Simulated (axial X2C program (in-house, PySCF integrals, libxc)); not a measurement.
**How long does KCa take?**

A bond scan computed with an axial X2C code built on PySCF integrals. Basis: Ca dyall-cv3z [11s12p6d4f], K dyall-cv3z [11s12p6d3f] (cores contracted in-house).

Input:
```json
{"zs": [20, 19], "q": 0, "bas": ["dyall-cv3z", "dyall-cv3z"], "levels": ["PBE0", "HF", "BP86"], "cc": true, "r0": 3.67, "thr": -1.0, "nmax": 90, "npts": 10, "nst": 2, "ntry": 6}
```
```bash
python so2c.py task.json out
```

Keys: zs atomic numbers; q charge; bas basis sets; levels methods; cc coupled cluster on or off; r0 starting distance in Å; thr threshold in hartree for freezing inner shells (an s shell follows its p shell); nmax most natural virtual spinors; npts points on the curve; nst determinants followed; ntry starts of the search. HF also brings MP2.

Hardware: 1 thread of AMD EPYC 7B13 (Zen 3) (shared host).

Wall time of one point of each curve, integrals apart:

| Hamiltonian | level | points | seconds a point |
| --- | --- | --- | --- |
| spin-free | PBE0 | 10 | 0.44 |
| spin-free | HF | 10 | 0.25 |
| spin-free | CCSD(T) (11 electrons, 89 virtuals) | 7 | 5.2 |
| spin-free | BP86 | 10 | 0.33 |
| 2c | PBE0 | 10 | 0.57 |
| 2c | HF | 10 | 0.44 |
| 2c | CCSD(T) (11 electrons, 90 virtuals) | 7 | 5.6 |
| 2c | BP86 | 10 | 0.36 |

The rest:

Search with its distance optimisation 27 s, atoms 5.8 s, whole task 140 s. Coupled cluster runs on the points near the minimum only. The program drops outer points, and coupled cluster, when its time limit (not in the input) nears; MP2, further determinants and curves that did not converge are not in the table.
